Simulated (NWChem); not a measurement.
Molecule: ZnN2H4; SMILES [NH2][Zn][NH2]

```xyz
7

Zn    -0.1858     0.0008    -0.0021
N     -0.3252    -1.8229    -0.0620
H     -0.6422    -2.2463     0.8207
H      0.5489    -2.3076    -0.3045
N     -0.3280     1.8245     0.0530
H     -0.5665     2.2533    -0.8517
H      0.5226     2.3062     0.3729
```
Atoms are numbered in this order, from 1.

Results from NWChem. Pople sets run with spherical d functions. Coordinates come from a PBE-D3(BJ)/def2-SVP optimisation. Vzz is the largest principal value of the second derivative of the potential at the nucleus (NWChem prints the opposite sign); η is the asymmetry. Non-relativistic.

| level | Vzz Zn1 (a.u.) | η Zn1 | Vzz N2 (a.u.) | η N2 | Vzz N5 (a.u.) | η N5 |
|---|---|---|---|---|---|---|
| CAM-B3LYP/def2-SVP | -1.613 | 0.03 | -0.836 | 0.45 | -0.834 | 0.45 |
| CAM-B3LYP/def2-TZVP | [?] | 0.02 | [?] | 0.46 | [?] | 0.46 |
| PBE0/6-31G* | -1.446 | 0.03 | -0.680 | 0.51 | -0.679 | 0.52 |
| PBE0/def2-TZVP | -2.676 | 0.02 | -0.709 | 0.45 | -0.708 | 0.45 |

Question: What belongs in the gaps?

Answer: 
- CAM-B3LYP/def2-TZVP, Vzz Zn1 (a.u.): -2.727
- CAM-B3LYP/def2-TZVP, Vzz N2 (a.u.): -0.737
- CAM-B3LYP/def2-TZVP, Vzz N5 (a.u.): -0.736
